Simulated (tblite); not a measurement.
C8H8NP.
Atom-mapped SMILES: `[CH:1]#[C:2][c:3]1[n:4][cH:5][c:6]([CH3:7])[c:8]([CH3:9])[p:10]1` (hydrogens: H11 on C1; H12 on C5; H13, H14, H15 on C7; H16, H17, H18 on C9)

All values are computed: GFN2-xTB (tblite) harmonic vibrations without scaling, gas phase. Errors from tens to a few hundred cm⁻¹ against measured bands are possible.

Harmonic wavenumbers (cm⁻¹): 65.3, 110.7, 120.1, 134.6, 192.3, 220.6, 304.2, 309.6, 348.6, 365.0, 398.6, 411.6, 458.9, 506.2, 613.8, 631.7, 660.4, 666.6, 695.9, 746.6, 861.1, 936.9, 1002.8, 1004.3, 1025.6, 1080.0, 1118.6, 1180.6, 1255.1, 1293.2, 1368.4, 1398.4, 1407.4, 1465.7, 1468.9, 1481.7, 1484.7, 1496.8, 1523.8, 2234.1, 2987.4, 2998.6, 3001.3, 3013.2, 3022.0, 3026.6, 3041.9, 3389.7.

A = 2467, B = 834.4, C = 628.4 MHz; mass 149.039 u (most abundant isotopes); point group Cs, symmetry number 1.

Task: Zero-point energy?

Result: Half the sum of the wavenumbers: 29265 cm⁻¹ = 83.67 kcal/mol.

Task: Give the ideal-gas entropy at 400 K and 1 bar in the rigid-rotor, harmonic-oscillator model (classical rotation).

Result: Translation 42.39, rotation 30.77, vibration 39.98: S = 113.1 cal/(mol K).

Task: And Cp and H(400 K) − H(0)?

Result: Cp = 49.96 cal/(mol K), of which vibrations give 42.01 (their classical limit is 48 R = 95.4); H(400 K) − H(0) = 11.85 kcal/mol without the zero-point energy, 8.67 from vibrations.

Task: How do the functions run with temperature in this model?

Result: 
| T (K) | S (cal/(mol K)) | Cp (cal/(mol K)) | H − H(0) (kcal/mol) | G − H(0) (kcal/mol) | ln q(vib) |
| --- | --- | --- | --- | --- | --- |
| 150 | 77.8 | 24.8 | 2.33 | -9.34 | 2.44 |
| 250 | 93.1 | 35.8 | 5.38 | -17.91 | 5.10 |
| 298.15 | 99.9 | 40.7 | 7.22 | -22.55 | 6.42 |
| 600 | 136.2 | 63.8 | 23.32 | -58.41 | 14.55 |
| 900 | 164.8 | 76.9 | 44.61 | -103.72 | 21.93 |

q(vib) and H(0) count from the zero-point level.

Task: Blend soft modes into free rotors: weight 1/[1 + (100 cm⁻¹/ν̃)⁴] for the oscillator and the rest for a rotor with moment μB/(μ + B), μ = h/(8π²ν), B = 10⁻⁴⁴ kg m². What vibrational entropy results?

Result: 38.18 cal/(mol K) in place of 39.98, which changes −T·S at 400 K by +0.72 kcal/mol.

Task: Which modes carry the vibrational entropy at 400 K?

Result: 65.3 cm⁻¹: 4.87; 110.7 cm⁻¹: 3.83; 120.1 cm⁻¹: 3.67; 134.6 cm⁻¹: 3.45; 192.3 cm⁻¹: 2.76; 220.6 cm⁻¹: 2.50 cal/(mol K); the other 42 give 18.90 together.

Hindered rotation and anharmonicity are outside this model.
